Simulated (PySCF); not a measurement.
# Electron correlation in As (arsenic, neutral)

[Ar] 3d10 4s2 4p3, high-spin 4S determinant. Computed with PySCF 2.14 in cc-pVTZ-PP with ECP10MDF (5s4p3d1f, 39 functions), with scalar relativity through the core potential. Frozen: 3s2 3p6 3d10; 5 electrons correlated.

MP2 pair energies summed by pair of shells (mhartree):

```json
{"pair": "4s-4p", "energy": "-46.38", "share (%)": "64.9"}
{"pair": "4p-4p", "energy": "-15.32", "share (%)": "21.5"}
{"pair": "4s-4s", "energy": "-9.72", "share (%)": "13.6"}
```

Total MP2 correlation energy: -71.42 mhartree.

Same-spin part -19.20 and opposite-spin part -52.22 mhartree; SCS-MP2 scales them by 1/3 and 6/5 to -69.06 mhartree.

```tsv
level	correlation energy (mhartree)
CCSD	-85.57
(T)	-2.79
CCSD(T)	-88.36
```

Diagnostics: T1 = 0.0036, D1 = 0.0085, largest double amplitude 0.053.

**Question.** Is a single reference adequate?

**Answer.** Yes, within this model without spin-orbit coupling: T1 lies below 0.03 and no double amplitude reaches 0.07.
